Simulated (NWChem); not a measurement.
# C₄H₄O₂; SMILES Oc1ccco1

```xyz
10

O     -0.1034     1.9925     0.0000
C      0.0744     0.6716     0.0000
C      1.1679    -0.1488     0.0000
C      0.6291    -1.4791     0.0000
C     -0.7225    -1.3478     0.0000
O     -1.0608    -0.0273     0.0000
H      0.7595     2.4188     0.0000
H      2.2133     0.1503     0.0000
H      1.1881    -2.4126     0.0000
H     -1.5501    -2.0505     0.0000
```
Atoms are numbered in this order, from 1.

Level: PBE0/def2-SVP (NWChem), optimised geometry, unscaled harmonic frequencies. 

```json
[
 {"frequency (cm⁻¹)": "263", "IR intensity (km/mol)": "108.8"},
 {"frequency (cm⁻¹)": "306", "IR intensity (km/mol)": "4.2"},
 {"frequency (cm⁻¹)": "447", "IR intensity (km/mol)": "8.8"},
 {"frequency (cm⁻¹)": "618", "IR intensity (km/mol)": "7.8"},
 {"frequency (cm⁻¹)": "682", "IR intensity (km/mol)": "24.7"},
 {"frequency (cm⁻¹)": "704", "IR intensity (km/mol)": "8.2"},
 {"frequency (cm⁻¹)": "725", "IR intensity (km/mol)": "46.6"},
 {"frequency (cm⁻¹)": "765", "IR intensity (km/mol)": "34.5"},
 {"frequency (cm⁻¹)": "881", "IR intensity (km/mol)": "0.3"},
 {"frequency (cm⁻¹)": "900", "IR intensity (km/mol)": "1.1"},
 {"frequency (cm⁻¹)": "996", "IR intensity (km/mol)": "18.1"},
 {"frequency (cm⁻¹)": "1026", "IR intensity (km/mol)": "27.7"},
 {"frequency (cm⁻¹)": "1114", "IR intensity (km/mol)": "21.5"},
 {"frequency (cm⁻¹)": "1167", "IR intensity (km/mol)": "74.3"},
 {"frequency (cm⁻¹)": "1217", "IR intensity (km/mol)": "72.3"},
 {"frequency (cm⁻¹)": "1278", "IR intensity (km/mol)": "36.3"},
 {"frequency (cm⁻¹)": "1362", "IR intensity (km/mol)": "3.8"},
 {"frequency (cm⁻¹)": "1517", "IR intensity (km/mol)": "26.2"},
 {"frequency (cm⁻¹)": "1605", "IR intensity (km/mol)": "55.2"},
 {"frequency (cm⁻¹)": "1694", "IR intensity (km/mol)": "297.3"},
 {"frequency (cm⁻¹)": "3275", "IR intensity (km/mol)": "3.9"},
 {"frequency (cm⁻¹)": "3287", "IR intensity (km/mol)": "1.4"},
 {"frequency (cm⁻¹)": "3319", "IR intensity (km/mol)": "0.6"},
 {"frequency (cm⁻¹)": "3914", "IR intensity (km/mol)": "130.5"}
]
```

```
Quantity                                                                           Result
-----------------------------------------------------------------------  ----------------
zero-point energy                                                           47.2 kcal/mol
thermal correction to the enthalpy at 298.15 K (with zero-point energy)     50.9 kcal/mol
heat capacity Cv                                                         17.8 cal/(mol K)
entropy at 298.15 K and 1 atm (symmetry number 1)                        70.9 cal/(mol K)
dipole moment                                                                      1.89 D
```

Rigid rotor and harmonic oscillator.
